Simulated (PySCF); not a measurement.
C3H10OSi2, SMILES C[SiH2][SiH2]C(C)=O.

The structure is a stationary point at ωB97X-D3(BJ)/def2-SVP. This is a generated structure with no PubChem entry under its InChIKey; it may be hypothetical. Other conformers were not sampled.

Method: B3LYP/def2-TZVP run with PySCF.

Symmetry labels are those of the subgroup Cs that the program uses (full group Cs).

Task: List the valence orbital energies around the gap with their symmetry. (Estimate from the structure and the level; the computed values follow.)

Result: 
| orbital | symmetry | energy (eV) |
|---|---|---|
| HOMO−7 | A' | -11.18 |
| HOMO−6 | A' | -10.49 |
| HOMO−5 | A" | -10.29 |
| HOMO−4 | A" | -9.66 |
| HOMO−3 | A" | -9.07 |
| HOMO−2 | A' | -8.92 |
| HOMO−1 | A' | -7.90 |
| HOMO | A' | -6.64 |
| LUMO | A" | -1.41 |
| LUMO+1 | A' | -0.29 |
| LUMO+2 | A" | 0.54 |
| LUMO+3 | A' | 0.70 |
